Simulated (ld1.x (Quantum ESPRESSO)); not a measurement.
## An all-electron radial function and its pseudo partner (selenium (Se))

Columns: radius, all-electron u(r) and pseudo u(r) of the 4s shell (level -17.29 eV) of selenium in the configuration [Ar] 3d10 4s2 4p4; PBEsol, scalar-relativistic, PAW scheme, ld1.x (Quantum ESPRESSO) 7.5.

| r (bohr) | all-electron | pseudo |
| --- | --- | --- |
| 0.095 | -0.1898 | -0.1058 |
| 0.190 | -0.1456 | -0.2097 |
| 0.285 | 0.1826 | -0.3100 |
| 0.380 | 0.3803 | -0.4049 |
| 0.475 | 0.3864 | -0.4930 |
| 0.570 | 0.2623 | -0.5731 |
| 0.665 | 0.0763 | -0.6441 |
| 0.760 | -0.1237 | -0.7054 |
| 0.855 | -0.3102 | -0.7566 |
| 0.950 | -0.4700 | -0.7976 |
| 1.045 | -0.5982 | -0.8285 |
| 1.140 | -0.6952 | -0.8498 |
| 1.235 | -0.7639 | -0.8620 |
| 1.330 | -0.8077 | -0.8657 |
| 1.425 | -0.8306 | -0.8617 |
| 1.520 | -0.8363 | -0.8508 |
| 1.615 | -0.8284 | -0.8337 |
| 1.710 | -0.8098 | -0.8111 |
| 1.805 | -0.7832 | -0.7833 |
| 1.900 | -0.7508 | -0.7508 |
| 1.995 | -0.7145 | -0.7145 |
| 2.090 | -0.6758 | -0.6758 |
| 2.185 | -0.6357 | -0.6357 |
| 2.280 | -0.5954 | -0.5954 |
| 2.375 | -0.5554 | -0.5554 |
| 2.470 | -0.5163 | -0.5163 |

Task: How many radial nodes do the two functions have?

Result: The all-electron 4s function has n − l − 1 = 3 (the table is too coarse to show those close to the nucleus); the pseudo-wave has 0, since the states of the same l below it are removed with the core.

Task: At about which radius was the pseudo-wave matched?

Result: 1.85 bohr, where the columns begin to agree (steps of 0.10 bohr).

Task: Where does each function peak?

Result: Outermost all-electron maximum near 1.52 bohr, pseudo maximum near 1.33 bohr (to the table’s step).

Task: Is the pseudo-wave norm-conserving?

Result: No, it belongs to a PAW set: the norm inside the radius is not constrained, and the difference is carried by the augmentation charge.
